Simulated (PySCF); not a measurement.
C6H5N3, SMILES c1ccc2[nH]nnc2c1.

Geometry: B3LYP-D3(BJ)/def2-SVP.

These are B3LYP-D3(BJ)/def2-SVP (PySCF) values and carry that method's errors.

No scaling factor is applied to the harmonic values.

Computed harmonic wavenumbers and intensities:
```json
[
 {"mode": "1", "ν (cm⁻¹)": "224", "IR (km/mol)": "0.3", "moving atoms (share of kinetic energy)": "C 67 %, N 22 %, H 11 %"},
 {"mode": "2", "ν (cm⁻¹)": "268", "IR (km/mol)": "4.0", "moving atoms (share of kinetic energy)": "N 52 %, C 34 %, H 14 %"},
 {"mode": "3", "ν (cm⁻¹)": "417", "IR (km/mol)": "5.2", "moving atoms (share of kinetic energy)": "C 52 %, N 35 %, H 13 %"},
 {"mode": "4", "ν (cm⁻¹)": "443", "IR (km/mol)": "7.3", "moving atoms (share of kinetic energy)": "C 67 %, H 29 %"},
 {"mode": "5", "ν (cm⁻¹)": "538", "IR (km/mol)": "50.8", "moving atoms (share of kinetic energy)": "H 63 %, N 29 %, C 9 %"},
 {"mode": "6", "ν (cm⁻¹)": "547", "IR (km/mol)": "0.3", "moving atoms (share of kinetic energy)": "C 68 %, N 27 %"},
 {"mode": "7", "ν (cm⁻¹)": "597", "IR (km/mol)": "14.6", "moving atoms (share of kinetic energy)": "C 64 %, H 32 %"},
 {"mode": "8", "ν (cm⁻¹)": "642", "IR (km/mol)": "0.1", "moving atoms (share of kinetic energy)": "C 74 %, N 18 %"},
 {"mode": "9", "ν (cm⁻¹)": "706", "IR (km/mol)": "30.0", "moving atoms (share of kinetic energy)": "N 68 %, H 24 %, C 8 %"},
 {"mode": "10", "ν (cm⁻¹)": "769", "IR (km/mol)": "42.4", "moving atoms (share of kinetic energy)": "H 70 %, C 27 %"},
 {"mode": "11", "ν (cm⁻¹)": "799", "IR (km/mol)": "2.5", "moving atoms (share of kinetic energy)": "C 66 %, H 27 %"},
 {"mode": "12", "ν (cm⁻¹)": "803", "IR (km/mol)": "7.4", "moving atoms (share of kinetic energy)": "C 66 %, N 21 %, H 13 %"},
 {"mode": "13", "ν (cm⁻¹)": "883", "IR (km/mol)": "0.4", "moving atoms (share of kinetic energy)": "H 58 %, C 41 %"},
 {"mode": "14", "ν (cm⁻¹)": "910", "IR (km/mol)": "0.3", "moving atoms (share of kinetic energy)": "C 64 %, N 26 %, H 10 %"},
 {"mode": "15", "ν (cm⁻¹)": "976", "IR (km/mol)": "0.7", "moving atoms (share of kinetic energy)": "H 71 %, C 29 %"},
 {"mode": "16", "ν (cm⁻¹)": "1009", "IR (km/mol)": "2.3", "moving atoms (share of kinetic energy)": "N 44 %, C 28 %, H 28 %"},
 {"mode": "17", "ν (cm⁻¹)": "1018", "IR (km/mol)": "0.0", "moving atoms (share of kinetic energy)": "H 74 %, C 26 %"},
 {"mode": "18", "ν (cm⁻¹)": "1032", "IR (km/mol)": "26.4", "moving atoms (share of kinetic energy)": "N 37 %, C 34 %, H 29 %"},
 {"mode": "19", "ν (cm⁻¹)": "1046", "IR (km/mol)": "16.6", "moving atoms (share of kinetic energy)": "N 77 %, H 17 %"},
 {"mode": "20", "ν (cm⁻¹)": "1133", "IR (km/mol)": "2.7", "moving atoms (share of kinetic energy)": "H 73 %, C 24 %"},
 {"mode": "21", "ν (cm⁻¹)": "1159", "IR (km/mol)": "3.4", "moving atoms (share of kinetic energy)": "H 86 %, C 11 %"},
 {"mode": "22", "ν (cm⁻¹)": "1258", "IR (km/mol)": "18.0", "moving atoms (share of kinetic energy)": "H 41 %, C 37 %, N 22 %"},
 {"mode": "23", "ν (cm⁻¹)": "1291", "IR (km/mol)": "13.4", "moving atoms (share of kinetic energy)": "C 43 %, H 32 %, N 26 %"},
 {"mode": "24", "ν (cm⁻¹)": "1298", "IR (km/mol)": "1.1", "moving atoms (share of kinetic energy)": "C 49 %, H 35 %, N 16 %"},
 {"mode": "25", "ν (cm⁻¹)": "1353", "IR (km/mol)": "51.9", "moving atoms (share of kinetic energy)": "N 40 %, C 36 %, H 24 %"},
 {"mode": "26", "ν (cm⁻¹)": "1425", "IR (km/mol)": "1.0", "moving atoms (share of kinetic energy)": "N 36 %, C 33 %, H 31 %"},
 {"mode": "27", "ν (cm⁻¹)": "1436", "IR (km/mol)": "0.9", "moving atoms (share of kinetic energy)": "C 70 %, H 16 %, N 14 %"},
 {"mode": "28", "ν (cm⁻¹)": "1499", "IR (km/mol)": "9.3", "moving atoms (share of kinetic energy)": "C 52 %, N 24 %, H 24 %"},
 {"mode": "29", "ν (cm⁻¹)": "1538", "IR (km/mol)": "1.5", "moving atoms (share of kinetic energy)": "C 68 %, H 25 %"},
 {"mode": "30", "ν (cm⁻¹)": "1644", "IR (km/mol)": "2.4", "moving atoms (share of kinetic energy)": "C 90 %"},
 {"mode": "31", "ν (cm⁻¹)": "1685", "IR (km/mol)": "7.0", "moving atoms (share of kinetic energy)": "C 90 %"},
 {"mode": "32", "ν (cm⁻¹)": "3182", "IR (km/mol)": "1.1", "moving atoms (share of kinetic energy)": "H 92 %"},
 {"mode": "33", "ν (cm⁻¹)": "3194", "IR (km/mol)": "6.3", "moving atoms (share of kinetic energy)": "H 92 %, C 8 %"},
 {"mode": "34", "ν (cm⁻¹)": "3203", "IR (km/mol)": "9.3", "moving atoms (share of kinetic energy)": "H 91 %, C 9 %"},
 {"mode": "35", "ν (cm⁻¹)": "3213", "IR (km/mol)": "4.0", "moving atoms (share of kinetic energy)": "H 91 %, C 9 %"},
 {"mode": "36", "ν (cm⁻¹)": "3656", "IR (km/mol)": "106.8", "moving atoms (share of kinetic energy)": "H 93 %"}
]
```
